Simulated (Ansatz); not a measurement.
Born–Oppenheimer molecular dynamics of C$_{4}$H$_{12}$O$_{4}$Si (21 atoms, charge 0, multiplicity 1). It starts from a relaxed structure.

Computed with RKS PBE-D4/STO-3G (Ansatz 0.2.0).

* ensemble: NVT, Nosé–Hoover chain
* time step: 0.5 fs
* steps asked: 150
* set temperature: 1500 K
* thermostat: time constant 20 fs, chain length 3
* seed: 844304

First frame:

```xyz
21
Properties=species:S:1:pos:R:3
Si -0.091 -0.221 -0.131
O 0.039 -0.783 1.511
C -0.853 -0.030 2.406
H -1.923 -0.360 2.337
H -0.514 -0.223 3.450
H -0.838 1.077 2.239
O 1.486 0.107 -0.739
C 2.357 -1.057 -0.497
H 2.034 -1.975 -1.053
H 3.374 -0.784 -0.860
H 2.443 -1.330 0.586
O -0.848 1.323 -0.307
C -2.280 1.175 -0.614
H -2.891 0.850 0.268
H -2.652 2.180 -0.922
H -2.490 0.460 -1.449
O -0.799 -1.464 -1.111
C -1.641 -2.361 -0.302
H -1.234 -2.543 0.724
H -2.688 -1.978 -0.187
H -1.702 -3.338 -0.835
```

How far do the bonds stretch over the last three quarters of this one trajectory? (Pairs bonded in most of those frames.)


```csv
bond,mean (Å),spread (Å),shortest,longest
Si1–O2,1.754,0.041,1.68,1.82
Si1–O7,1.749,0.033,1.69,1.79
Si1–O12,1.736,0.017,1.71,1.76
Si1–O17,1.761,0.044,1.69,1.84
O2–C3,1.539,0.155,1.31,1.73
C3–H4,1.125,0.051,1.03,1.23
C3–H5,1.119,0.029,1.07,1.16
C3–H6,1.125,0.057,1.04,1.21
O7–C8,1.483,0.018,1.44,1.51
C8–H9,1.155,0.097,1.01,1.30
C8–H10,1.133,0.080,1.00,1.28
C8–H11,1.127,0.033,1.08,1.19
O12–C13,1.473,0.017,1.44,1.50
C13–H14,1.129,0.059,1.04,1.23
C13–H15,1.125,0.060,1.01,1.25
C13–H16,1.143,0.100,0.99,1.29
O17–C18,1.499,0.077,1.38,1.62
C18–H19,1.135,0.054,1.03,1.24
C18–H20,1.142,0.075,1.02,1.26
C18–H21,1.119,0.017,1.09,1.15
```

Mean temperature of the second half: 1487 K. The conserved energy stayed within 1.7 meV per atom of its start (net change 1.1 meV per atom), so the integration is sound. A run of 0.075 ps of so small a system gives no equilibrium averages. Limits of this set-up: minimal basis.

Run time: 18 min on 1 thread of Arm Neoverse V1 (shared host), peak memory 0.13 GiB.
